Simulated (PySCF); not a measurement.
**Correlation energy of Kr (krypton, neutral)**

[Kr], closed-shell 1S. Computed with PySCF 2.14 in cc-pVDZ-PP with ECP10MDF, with a scalar-relativistic core potential. Frozen: 3s2 3p6 3d10; 8 electrons correlated.

MP2 pair energies summed by pair of shells (mhartree):

| pair | energy | share (%) |
| --- | --- | --- |
| 4p-4p | -94.86 | 80.6 |
| 4s-4p | -17.85 | 15.2 |
| 4s-4s | -5.01 | 4.3 |

Total MP2 correlation energy: -117.72 mhartree.

Same-spin part -32.97 and opposite-spin part -84.75 mhartree; SCS-MP2 scales them by 1/3 and 6/5 to -112.69 mhartree.

```tsv
level	correlation energy (mhartree)
CCSD	-127.38
(T)	-0.90
CCSD(T)	-128.28
```

Diagnostics: T1 = 0.0020, D1 = 0.0044, largest double amplitude 0.045.

Cost of the coupled-cluster step: 0.03 s of wall time on 1 thread of Intel(R) Xeon(R) Platinum 8375C CPU @ 2.90GHz (shared host), for 8 correlated electrons.
